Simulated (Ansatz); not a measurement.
```xyz
2

B     0.0149   -0.0141   -0.1631
H     0.0091    0.0172    1.0897
```

Basis set: def2-TZVP (spherical functions). Frozen core: 1 orbital. Charge 0, multiplicity 1.

Computed with Ansatz (development build ahead of 0.2.0); each method stands on the lowest determinant of its kind that the runs found. Restricted open shells among the atoms or ions are ROHF, correlated in semicanonical orbitals with singles.

The atomization energy at this shape (free ground-state atoms in the same class of orbitals less the molecule, no zero-point energy) of singlet BH:

```
 method  atomization energy
RHF-MP2             3.39 eV
```

Problem. What does RHF give?

Solution. 2.77 eV.
